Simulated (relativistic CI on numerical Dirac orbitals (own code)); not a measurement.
Radial Dirac CI calculation of N I.

Command:

```sh
python run_levels.py task.json out
```

Input:

```
atom N  Z=7  charge=0  electrons=7
nucleus A=14  rms_radius_fm=2.5582
hamiltonian dirac-coulomb  breit=on  qed=off  c_scale=1
orbitals kli  potential=per-configuration
slater_scale 1
correlation none
mixing on
grid step=0.0125 r_max=62.6
scf mixing=0.4 start=green max_iterations=150 tolerance=2e-08 node_fill=0.05
configurations
  [He] 2s2 2p3
end
```

Output:

```
SCF 1: [He] 2s2 2p3
 iter      energy (Ha)   residual   last orbital (Ha)
    1       -54.277277   1.89e-01     -0.53835
    2       -54.320809   6.88e-02     -0.49084
    3       -54.325298   1.44e-02     -0.48697
    4       -54.325845   8.18e-04     -0.50367
    5       -54.325829   4.53e-04     -0.50241
    6       -54.325840   5.18e-06     -0.50292
    7       -54.325840   8.61e-06     -0.50293
    8       -54.325840   8.01e-08     -0.50292
    9       -54.325840   1.75e-07     -0.50292
   10       -54.325840   2.97e-09     -0.50292
orbital energies (Ha): 1s -14.4386  2s -0.9327  2p1/2 -0.5036  2p3/2 -0.5029
configuration averages (Ha): Dirac-Coulomb, Breit, QED
  2p3                            -54.325840    0.004702    0.000000
levels: no., configuration, term, J, E (cm-1), weight
   1 2p3                    4S*  3/2              0.0  1.00
   2 2p3                    2D*  5/2          22394.5  1.00
   3 2p3                    2D*  3/2          22404.0  1.00
   4 2p3                    2P*  1/2          37339.4  1.00
   5 2p3                    2P*  3/2          37343.7  1.00
lowest total energy -54.423212 Ha
end: converged
```

Against the reference input this run has: QED terms off. The reference run ends at -54.420282 Ha with Breit and QED terms.

With so few configurations and no correlation, terms lie too far apart (by 10 to 50 % or more near neutrality), their order can be wrong, and levels of other configurations are missing.
